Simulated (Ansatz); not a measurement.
Ansatz (a program for electronic structure) input (B3LYP-D3(BJ)/def2-TZVP):

Ansatz 0.2 input:
```yaml
crystal:
  periodic: [false, false, false]
  atoms:
    - {symbol: In, position_ang: [1.06323600, 0.05543475, -0.09232952]}
    - {symbol: Cl, position_ang: [-0.76402883, 1.46495015, -1.28463143]}
    - {symbol: Cl, position_ang: [-0.26471113, -1.53313875, 1.47641073]}
basis:
  gaussian:
    orbitals: def2-TZVP
hamiltonian:
  xc: b3lyp
  dispersion: d3bj
total_charge: -1
relax: {f_tol: 0.002, max_steps: 150}
```

Output:

```
Functional definition: B3LYP
integrals: 0.05 GiB planned
991 factors; their error is unknown
mean field: 0.46 GiB planned
mean field evaluation 1: about -30227.9684 eV, gradient 1.3e1 eV
mean field evaluation 2: about -30227.9216 eV, gradient 1.3e1 eV
mean field evaluation 4: about -30228.2075 eV, gradient 2.2e-1 eV
mean field evaluation 8: about -30228.3096 eV, gradient 4.1e-2 eV
mean field -30228.30962632 eV, -1110.8698892831 hartree, gradient 4.7e-5 eV, S^2 0.000000; 0 other end points of the search recorded, 0 dependent functions left out
the calculation of the forces begins
reference -30228.30985838 eV, -1110.8698978113 hartree; 28, 28 occupied and 96, 96 virtual orbitals, 991 factors
relax step   1: F+E_penalty+E_count = -30228.46647455 eV  Δ(F+E_penalty+E_count) = +0.000e0 eV  max|allowed force component| = 1.382e-1 eV/Å  Δτ_max = 0.0000 Å  (26 SCF iters, accepted)
these checks for a lower state are left out or cut short: starts, cluster_reference, orbital_swaps, neighbouring_geometries, increment
integrals: 0.05 GiB planned
991 factors; their error is unknown
mean field: 0.46 GiB planned
mean field evaluation 16: about -30228.2052 eV, gradient 2.1e0 eV
mean field -30228.31240220 eV, -1110.8699912948 hartree, gradient 9.5e-6 eV, S^2 0.000000; 0 other end points of the search recorded, 0 dependent functions left out
the calculation of the forces begins
reference -30228.31263362 eV, -1110.8699997995 hartree; 28, 28 occupied and 96, 96 virtual orbitals, 991 factors
relax step   2: F+E_penalty+E_count = -30228.47122056 eV  Δ(F+E_penalty+E_count) = -4.746e-3 eV  max|allowed force component| = 3.453e-2 eV/Å  Δτ_max = 0.0495 Å  (30 SCF iters, accepted)
these checks for a lower state are left out or cut short: starts, cluster_reference, orbital_swaps, neighbouring_geometries, increment
integrals: 0.05 GiB planned
991 factors; their error is unknown
mean field: 0.46 GiB planned
mean field -30228.31235495 eV, -1110.8699895583 hartree, gradient 1.0e-5 eV, S^2 0.000000; 0 other end points of the search recorded, 0 dependent functions left out
the calculation of the forces begins
reference -30228.31258631 eV, -1110.8699980607 hartree; 28, 28 occupied and 96, 96 virtual orbitals, 991 factors
relax step   3: F+E_penalty+E_count = -30228.47136409 eV  Δ(F+E_penalty+E_count) = -1.435e-4 eV  max|allowed force component| = 1.525e-2 eV/Å  Δτ_max = 0.0039 Å  (30 SCF iters, accepted)
these checks for a lower state are left out or cut short: starts, cluster_reference, orbital_swaps, neighbouring_geometries, increment
integrals: 0.05 GiB planned
991 factors; their error is unknown
mean field: 0.46 GiB planned
mean field evaluation 32: about -30228.2103 eV, gradient 3.4e-1 eV
mean field -30228.31221574 eV, -1110.8699844425 hartree, gradient 1.0e-5 eV, S^2 0.000000; 0 other end points of the search recorded, 0 dependent functions left out
the calculation of the forces begins
reference -30228.31244705 eV, -1110.8699929428 hartree; 28, 28 occupied and 96, 96 virtual orbitals, 991 factors
relax step   4: F+E_penalty+E_count = -30228.47140407 eV  Δ(F+E_penalty+E_count) = -3.998e-5 eV  max|allowed force component| = 2.566e-4 eV/Å  Δτ_max = 0.0037 Å  (31 SCF iters, accepted)
integrals: 0.05 GiB planned
991 factors; their error is unknown
mean field: 0.46 GiB planned
mean field -30228.31221574 eV, -1110.8699844425 hartree, gradient 1.0e-5 eV, S^2 0.000000; 1 other end points of the search recorded, 0 dependent functions left out
the calculation of the forces begins
reference -30228.31244705 eV, -1110.8699929428 hartree; 28, 28 occupied and 96, 96 virtual orbitals, 991 factors
Total energy: -30228.47163538 eV, -1110.8758430061 hartree
Atom 0 at     1.107605     0.057916    -0.097588 Å, force     0.000119     0.000000    -0.000008 eV/Å
Atom 1 at    -0.779951     1.425989    -1.247262 Å, force    -0.000020    -0.000257     0.000240 eV/Å
Atom 2 at    -0.293157    -1.496658     1.444300 Å, force    -0.000099     0.000256    -0.000232 eV/Å
Dipole moment:     0.823509     0.046708    -0.098226 e Å
```
